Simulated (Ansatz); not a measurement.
Reactions of `C[SiH2][SiH2][AsH2]`.

Program: Ansatz. Geometries: PBE0-D4/def2-TZVP. ΔE: electronic, gas phase. CBS: MP2 limit from def2 TZ/QZ plus the TZ coupled-cluster correction, frozen cores. This one scheme is used for every species. DFT in def2-TZVPP. No spin–orbit coupling; open shells (•) take unrestricted orbitals. For As, Se outer-core shells are correlated without core-valence functions, which leaves a few kJ/mol of doubt a bond. Scalar relativity is left out up to krypton. Each species was taken in one conformer, which may not be the lowest.

```tsv
reaction	HF/CBS(def2) (kJ/mol)	PBE-D4 (kJ/mol)
`C[SiH2][SiH2][AsH2]` + `C[SiH](S)Cl` → `C[SiH2]S[SiH](C)Cl` + `[SiH3][AsH2]`	-69	-56
`C[SiH2][SiH2][AsH2]` + HCl → `C[SiH2][SiH2]Cl` + `[AsH3]`	-78	-50
`C[SiH2][SiH2][AsH2]` → `[AsH2]`• + `C[SiH2][SiH2]`•	172	277
`C[SiH2][SiH2][AsH2]` + CH₃OH → `OC[SiH2][AsH2]` + `C[SiH3]`	12	30
`C[SiH2][SiH2][AsH2]` → `C[SiH2][AsH2]` + `[SiH2]`	211	256
`C[SiH2][SiH2][AsH2]` → `[SiH3][AsH2]` + `C[SiH]`	211	251
`C[SiH2][SiH2][AsH2]` + H₂O → `O[SiH2][AsH2]` + `C[SiH3]`	-109	-57
`C[SiH2][SiH2][AsH2]` + H–F → `C[SiH2][SiH2]F` + `[AsH3]`	-121	-70
`C[SiH2][SiH2][AsH2]` + `CCCl` → `C[SiH2]CCCl` + `[SiH3][AsH2]`	6	24
`C[SiH2][SiH2][AsH2]` + H₂Se → `C[SiH2][SiH2][SeH]` + `[AsH3]`	-36	-26
```

Q: Give the CCSD(T)/CBS values in the same order. (Best estimate.)

A: Computed: -68, -57, 286, 20, 240, 240, -75, -81, 13, -30 kJ/mol.

Largest T1 diagnostic: 0.014, for `[SiH2]`.
